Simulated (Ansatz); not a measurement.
A nudged elastic band was laid between two geometries of C₂H₅FOSn (10 atoms, charge 0, multiplicity 1).

These are results of RKS PBE-D4/def2-SVP in Ansatz 0.2.0, not measurements.

```yaml
movable_images: 7
climbing_image: yes
spring: 5.0 eV/Å²
optimiser: quadratic models (default)
start_path: IDPP
force_threshold: 0.05 eV/Å
iteration_limit: 60
end_points: relaxed
```

Image 0:

```xyz
10
Properties=species:S:1:pos:R:3
F -1.147 -2.336 -0.168
C 0.082 -1.745 -0.367
Sn 0.441 -0.061 1.070
C 0.216 1.969 -0.194
O -0.825 1.276 -0.453
H 0.888 -2.505 -0.260
H 0.134 -1.291 -1.381
H -0.994 -0.151 2.088
H 0.196 2.798 0.562
H 1.092 1.996 -0.895
```

Image 8:

```xyz
10
Properties=species:S:1:pos:R:3
F 1.157 -1.870 -1.181
C 0.051 -1.724 -0.363
Sn 0.385 -0.090 1.130
C 0.186 1.953 -0.173
O -0.888 1.309 -0.386
H -0.837 -1.442 -0.968
H -0.156 -2.679 0.173
H -1.101 -0.203 2.089
H 0.230 2.801 0.561
H 1.056 1.893 -0.880
```

**Question.** Which bonds break or form, and what moves?

**Answer.** No bond is made or broken. The dihedral F1–C2–Sn3–C4 goes from -106 to 74°.

**Question.** What energy profile does the band end with?

**Answer.** The forces met the threshold. The highest image is number 3 of 0 to 8, 0.8 kJ/mol above the first end and 4.3 kJ/mol above the last; the last end lies 3.4 kJ/mol below the first. A vibrational analysis at the climbing image gives no mode beyond 40i cm⁻¹: the surface is too flat there to confirm a saddle point.

```
image  path coordinate (Å)  energy (kJ/mol)  dihedral F1–C2–Sn3–C4 (°)
    0                 0.00              0.0                       -106
    1                 0.67              0.4                       -128
    2                 1.34              0.8                       -150
    3                 2.02              0.8                       -172
    4                 2.71              0.5                        165
    5                 3.41             -0.4                        142
    6                 4.11             -1.7                        119
    7                 4.80             -3.0                         97
    8                 5.50             -3.4                         74
```

**Question.** What is the geometry of the highest image?

**Answer.** 
```xyz
10
Properties=species:S:1:pos:R:3:forces:R:3
F -0.818 -2.805 0.143 0.00 0.00 0.01
C -0.241 -1.702 -0.466 0.00 0.00 0.01
Sn 0.049 -0.130 1.119 -0.01 0.00 0.00
C 0.743 1.886 0.004 0.01 0.01 -0.02
O -0.275 1.456 -0.636 -0.01 0.00 0.01
H 0.730 -1.988 -0.925 0.00 0.00 -0.01
H -0.919 -1.290 -1.243 0.00 0.01 0.00
H -1.630 0.120 1.608 0.00 0.00 0.00
H 0.657 2.713 0.756 -0.01 0.00 0.01
H 1.787 1.687 -0.356 0.01 -0.01 0.00
```

The band took 7 iterations and roughly 6 core-minutes.

The run took 2.9 min on 2 threads of Arm Neoverse N1 (shared host), peak memory 0.15 GiB.
